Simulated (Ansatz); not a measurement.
Species: C3H4F2O, net charge 0, singlet state. 
Geometry from a B3LYP-D3(BJ)/def2-TZVP (Ansatz, an electronic-structure program) optimisation:
```
C
C 1 1.3236
F 2 1.3203 1 125.49
F 2 1.3269 3 111.10 1 177.95
O 1 1.3602 2 121.42 3 2.86
H 1 1.0843 2 119.49 3 179.89
C 5 1.4239 1 113.89 6 44.52
H 7 1.0874 5 106.59 1 -175.83
H 7 1.0937 8 109.72 5 120.24
H 7 1.0953 8 109.39 9 119.83
```
Charge 0, spin multiplicity 1.

Parts of the frozen-core correlation energy in cc-pVDZ (Ansatz, hartree). Frozen orbitals: 6; correlated occupied orbitals by spin: 18 and 18; virtual: 80 and 80. Spin-orbit coupling is left out. Non-relativistic.

```
term                            value
-------------------------  ----------
reference (HF)             -389.63205
MP2 opposite-spin            -0.70298
MP2 same-spin                       ?
CCSD correlation                    ?
(T)                                 ?
T1 diagnostic                   0.012
largest doubles amplitude       0.074
```

**Question.** Fill in the missing entries.

**Answer.** 
- MP2 same-spin, value: -0.24864
- CCSD correlation, value: -0.98904
- (T), value: -0.02640
